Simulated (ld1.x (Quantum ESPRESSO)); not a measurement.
## An all-electron radial function and its pseudo partner (Mg (Z = 12))

Columns: radius, all-electron u(r) and pseudo u(r) of the 3s shell (level -4.71 eV) of magnesium in the configuration [Ne] 3s2 3p0; PBE, scalar-relativistic, ultrasoft scheme, ld1.x (Quantum ESPRESSO) 7.5.

```
r (bohr)  all-electron  pseudo
   0.150        0.0404  0.0593
   0.300       -0.1658  0.1180
   0.450       -0.2416  0.1753
   0.600       -0.2067  0.2307
   0.750       -0.1144  0.2836
   0.900       -0.0010  0.3334
   1.050        0.1132  0.3796
   1.200        0.2184  0.4220
   1.350        0.3101  0.4602
   1.500        0.3871  0.4940
   1.650        0.4496  0.5231
   1.800        0.4991  0.5475
   1.950        0.5372  0.5672
   2.100        0.5652  0.5822
   2.250        0.5840  0.5924
   2.400        0.5946  0.5980
   2.550        0.5980  0.5989
   2.700        0.5953  0.5954
   2.850        0.5874  0.5874
   3.000        0.5753  0.5753
   3.150        0.5597  0.5597
   3.300        0.5414  0.5414
   3.450        0.5211  0.5211
   3.600        0.4993  0.4993
   3.750        0.4766  0.4766
   3.900        0.4533  0.4533
```

Q: How many radial nodes do the two functions have?

A: The all-electron 3s function has n − l − 1 = 2; the pseudo-wave has 0, since the states of the same l below it are removed with the core.

Q: At about which radius was the pseudo-wave matched?

A: 2.80 bohr, where the columns begin to agree (steps of 0.15 bohr).

Q: Where does each function peak?

A: Outermost all-electron maximum near 2.55 bohr, pseudo maximum near 2.55 bohr (to the table’s step).

Q: Is the pseudo-wave norm-conserving?

A: No, it belongs to an ultrasoft set: the norm inside the radius is not constrained, and the difference is carried by the augmentation charge.
